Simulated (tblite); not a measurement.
Compound: C4H8F3P.
Z-matrix (Å and degrees, GFN2-xTB geometry), rows numbered from 1:
```
C 
C   1  1.5239
P   2  1.8603  1  110.94
C   3  1.8452  2  100.65  1   -81.37
C   3  1.8906  2   94.71  1  -177.38
F   5  1.3406  3  111.30  2   -69.87
F   5  1.3462  3  114.39  2    50.68
F   5  1.3411  3  110.97  2   170.91
H   1  1.0880  2  110.96  3    62.80
H   1  1.0880  2  110.52  3   -57.43
H   1  1.0879  2  110.22  3  -177.27
H   2  1.0942  1  109.67  3   118.13
H   2  1.0943  1  110.62  3  -122.18
H   4  1.0881  3  108.51  2    77.95
H   4  1.0895  3  108.76  2  -164.46
H   4  1.0900  3  111.56  2   -43.11
```

Calculated harmonic vibrations of the isolated species, GFN2-xTB (tblite), most abundant isotopes, no scaling. The method is semi-empirical: single wavenumbers can be off by several per cent or more. One conformer, not necessarily the lowest.

Harmonic wavenumbers (cm⁻¹): 52.0, 66.9, 119.9, 163.7, 183.4, 194.8, 243.5, 270.9, 284.3, 320.7, 428.6, 472.4, 475.8, 665.8, 686.5, 740.5, 766.3, 875.6, 893.5, 1011.2, 1019.8, 1034.6, 1053.3, 1077.6, 1090.3, 1224.9, 1259.0, 1320.4, 1410.0, 1423.8, 1436.3, 1444.7, 1494.9, 1497.9, 2936.5, 2951.7, 2989.4, 3009.0, 3021.7, 3029.7, 3032.0, 3038.9.

A = 2623, B = 1193, C = 1035 MHz; mass 144.032 u (most abundant isotopes); point group C1, symmetry number 1.

**Question.** What is the zero-point energy?

**Answer.** Half the sum of the wavenumbers: 25356 cm⁻¹ = 303.33 kJ/mol.

**Question.** Entropy at 400 K, 1 bar (ideal gas, RRHO, classical rotation)?

**Answer.** Translation 176.95, rotation 124.94, vibration 165.32: S = 467.2 J/(mol K).

**Question.** And Cp and H(400 K) − H(0)?

**Answer.** Cp = 190.26 J/(mol K), of which vibrations give 157.00 (their classical limit is 42 R = 349.2); H(400 K) − H(0) = 47.25 kJ/mol without the zero-point energy, 33.95 from vibrations.

**Question.** Which modes carry the vibrational entropy at 400 K?

**Answer.** 52.0 cm⁻¹: 22.27; 66.9 cm⁻¹: 20.18; 119.9 cm⁻¹: 15.37; 163.7 cm⁻¹: 12.84; 183.4 cm⁻¹: 11.92; 194.8 cm⁻¹: 11.44 J/(mol K); the other 36 give 71.30 together.

**Question.** How do the functions run with temperature in this model?

**Answer.** 
| T (K) | S (J/(mol K)) | Cp (J/(mol K)) | H − H(0) (kJ/mol) | G − H(0) (kJ/mol) | ln q(vib) |
| --- | --- | --- | --- | --- | --- |
| 100 | 291.1 | 81.8 | 5.49 | -23.61 | 1.64 |
| 200 | 360.9 | 122.3 | 15.80 | -56.38 | 4.37 |
| 300 | 417.3 | 157.7 | 29.82 | -95.36 | 7.07 |
| 500 | 512.7 | 217.6 | 67.69 | -188.66 | 12.18 |
| 800 | 628.3 | 273.4 | 142.12 | -360.50 | 19.12 |
| 1000 | 692.0 | 297.4 | 199.33 | -492.68 | 23.28 |

q(vib) and H(0) count from the zero-point level.

**Question.** What must be added to the electronic energy to get the Gibbs energy at 400 K and 1 bar?

**Answer.** ZPE + [H(400 K) − H(0)] − T·S = 303.33 + 47.25 − 186.88 = 163.70 kJ/mol.

Hindered rotation and anharmonicity are outside this model. Other conformers, if any are populated, would add a mixing term that is left out. The structure is chiral; the term R ln 2 for an equal mix with its mirror image is left out.
